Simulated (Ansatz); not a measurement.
Geometry optimisation, Ansatz 0.2.0, UHF/6-31G*.

Input file:

```yaml
crystal:
  periodic: [false, false, false]
  atoms:
    - { symbol: B, position_ang: [0.00459, 0.093242, -0.144433] }
    - { symbol: F, position_ang: [-0.002089, 0.271685, 1.176266] }
    - { symbol: "N", position_ang: [1.248179, 0.15054, -0.809865] }
    - { symbol: H, position_ang: [1.378188, -0.051433, -1.774531] }
    - { symbol: H, position_ang: [2.094674, 0.275118, -0.300968] }
    - { symbol: "N", position_ang: [-1.232227, -0.156391, -0.774271] }
    - { symbol: H, position_ang: [-2.076366, -0.198969, -0.248242] }
    - { symbol: H, position_ang: [-1.356597, -0.28519, -1.752349] }
    - { symbol: H, position_ang: [-0.058351, -0.098601, 3.278393] }
magnetization:
  spin_polarized: true
  initial_magnetization: 1
basis:
  gaussian: { orbitals: "6-31G*" }
hamiltonian:
  xc: hf
relax:
  f_tol: 0.03
  max_steps: 50
```

Command:

```bash
$ ansatz run input.yaml --threads 1 --pin off --max-ram 2048MiB --backend cpu --events-out ev --progress --plain --runs-dir out
```

Question: Where does it end, and by what steps?

Answer: The run converged. The force dipped under the threshold on the way, but the program's further checks kept it going. After 11 steps the energy has fallen by 0.132 eV; H9 moved furthest, 1.17 Å.

| step | energy less start (eV) | largest force component (eV/Å) | accepted |
| --- | --- | --- | --- |
| 0 | 0.0000 | 0.434 | yes |
| 1 | -0.0594 | 0.251 | yes |
| 2 | -0.0961 | 0.362 | yes |
| 3 | -0.1175 | 0.238 | yes |
| 4 | -0.1253 | 0.036 | yes |
| 5 | -0.1291 | 0.079 | yes |
| 6 | -0.1307 | 0.034 | yes |
| 7 | -0.1312 | 0.006 | yes |
| 8 | -0.1314 | 0.011 | yes |
| 9 | -0.1310 | 0.128 | no |
| 10 | -0.1315 | 0.014 | yes |
| 11 | -0.1315 | 0.008 | yes |

```xyz
9
Properties=species:S:1:pos:R:3
B 0.008 0.114 -0.289
F -0.001 0.378 1.025
N 1.253 0.120 -0.951
H 1.372 -0.063 -1.920
H 2.098 0.312 -0.464
N -1.229 -0.150 -0.914
H -2.081 -0.141 -0.402
H -1.335 -0.356 -1.880
H -0.085 -0.215 4.445
```

Whether the end is a true minimum wasn't checked by a vibrational analysis.

Time of the run: 6.3 s on 1 thread of AMD EPYC 9R45 96-Core Processor (Zen 5), on a shared host, peak memory 0.15 GiB.
